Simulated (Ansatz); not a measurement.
Consider the formal hydrolysis of a Mo–F bond: `C[O][Mo]([OH])([F])([F])([F])[O]C` + H₂O → `C[O][Mo]([OH])([OH])([F])([F])[O]C` + H–F.

Gas-phase electronic energies from Ansatz, PBE0-D4/def2-TZVP geometries. CBS: MP2 limit from def2 TZ/QZ plus the TZ coupled-cluster correction, frozen cores. This one scheme is used for every species. def2 core potentials past Kr. For Mo outer-core shells are correlated without core-valence functions, which leaves a few kJ/mol of doubt a bond. Each species was taken in one conformer, which may not be the lowest.

| species | CCSD(T)/CBS(def2) energy (Eh) |
| --- | --- |
| `C[O][Mo]([OH])([F])([F])([F])[O]C` | -673.50445 |
| H₂O | -76.37941 |
| `C[O][Mo]([OH])([OH])([F])([F])[O]C` | -649.46979 |
| H–F | -100.39570 |

Task: Work out ΔE.

Result: ΔE = (-649.46979) + (-100.39570) − (-673.50445) − (-76.37941) = 0.01837 Eh = +48.2 kJ/mol.

Largest T1 diagnostic among the species: 0.024, so the coupled-cluster value is less sure than usual.

In def2-TZVPP, CCSD(T) changes the Hartree–Fock value by −17.6 kJ/mol (the triples alone add −2.9 kJ/mol) and MP2 by −20.3 kJ/mol. The D4 term adds −5.1 kJ/mol with B3LYP and −2.8 kJ/mol with PBE0; it sums over pairs of atoms, weighted by their polarisabilities, and B3LYP, whose exchange is more repulsive, gets the larger term. At CCSD(T), def2-SVP lies +4.6 kJ/mol from the extrapolated value and def2-TZVPP −1.6 kJ/mol.

B3LYP here is the variant with VWN-RPA as its local correlation; programs differ in this.
